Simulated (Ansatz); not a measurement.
A nudged elastic band was laid between two geometries of BrCl₂H₄NSi₂ (10 atoms, charge 0, multiplicity 1).

These are results of Ansatz, RKS PBE0-D4/def2-SVP, not measurements.

```
movable images  : 7
climbing image  : yes
spring          : 5.0 eV/Å²
optimiser       : quadratic models (default)
start path      : through a guess of the saddle point
force threshold : 0.05 eV/Å
iteration limit : 33
end points      : relaxed
```

Initial state:

```xyz
10
Properties=species:S:1:pos:R:3
N 0.814 -1.664 -0.295
Si -0.246 -0.361 -0.626
Cl 0.089 0.570 -2.455
Br -2.297 -1.213 -0.659
Si -0.102 1.291 1.017
Cl -1.351 2.846 0.465
H 0.611 -2.584 -0.671
H 1.814 -1.498 -0.240
H -0.543 0.754 2.336
H 1.295 1.807 1.131
```

Final state:

```xyz
10
Properties=species:S:1:pos:R:3
N 0.943 -1.577 -0.375
Si -0.167 -0.310 -0.680
Cl 0.422 0.553 -2.460
Br -2.296 -0.968 -0.911
Si -0.130 1.273 1.037
Cl -1.634 2.648 0.675
H 0.831 -2.156 0.451
H 1.309 -2.114 -1.156
H -0.375 0.617 2.355
H 1.180 1.983 1.069
```

Q: Which bonds break or form, and what moves?

A: No bond is made or broken. The dihedral H8–N1–Si2–Br4 goes from 180 to 83°.

Q: What energy profile does the band end with?

A: The forces met the threshold. The highest image is number 4 of 0 to 8, 0.6 kcal/mol above the first end and 0.7 kcal/mol above the last; the last end lies 0.1 kcal/mol below the first. A vibrational analysis at the climbing image gives one clearly imaginary mode, 140i cm⁻¹: a first-order saddle point.

```csv
image,path coordinate (Å),energy (kcal/mol),dihedral H8–N1–Si2–Br4 (°)
0,0.00,0.0,180
1,0.26,0.1,169
2,0.53,0.3,158
3,0.79,0.5,147
4,1.06,0.6,136
5,1.34,0.4,121
6,1.62,0.2,105
7,1.91,0.0,93
8,2.19,-0.1,83
```

Q: What is the geometry of the highest image?

A: 
```xyz
10
Properties=species:S:1:pos:R:3:forces:R:3
N 0.890 -1.651 -0.385 0.02 0.00 -0.02
Si -0.187 -0.342 -0.614 -0.01 0.03 0.02
Cl 0.299 0.598 -2.395 0.00 -0.01 0.00
Br -2.276 -1.125 -0.656 -0.01 -0.01 -0.01
Si -0.140 1.305 1.041 0.00 0.00 0.00
Cl -1.459 2.803 0.483 0.00 0.00 0.01
H 0.561 -2.553 -0.062 -0.02 -0.01 0.01
H 1.737 -1.720 -0.937 0.00 0.00 0.00
H -0.571 0.746 2.356 0.01 0.00 -0.01
H 1.227 1.888 1.171 0.00 0.00 0.00
```

Q: What are the harmonic wavenumbers there?

A: 140i, 36, 57, 103, 124, 189, 225, 244, 300, 355, 470, 505, 548, 581, 688, 805, 816, 899, 933, 1520, 2235, 2246, 3616, 3726 cm⁻¹.

The run took 5.5 min on 2 threads of Arm Neoverse V2, with other jobs on the host, peak memory 0.44 GiB.
